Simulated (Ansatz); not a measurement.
A structure relaxed at PBE0-D4/def2-TZVP in Ansatz, charge 1, doublet:

```tsv
atom	x (Å)	y (Å)	z (Å)
Si1	-1.8436	-1.1560	-0.2603
Si2	0.7498	0.8534	-0.2239
O3	-0.6702	-0.1353	-0.3398
O4	1.7640	0.4380	0.8240
```

Problem. Give its formula and point group.

Solution. the cluster Si2O2⁺. Point group Cs (tolerance 0.1 Å).

Problem. Summarise the bond lengths by kind (pairs closer than 1.2 times the sum of covalent radii, bridged metal pairs left out).

Solution. 3 × O–Si 1.52 to 1.73 Å.

The relaxation made no stability test and no search for a lower SCF solution. Another isomer (doublet) lies 1.28 eV lower at PBE0-D4/def2-TZVP; other spin states weren't run for this one.
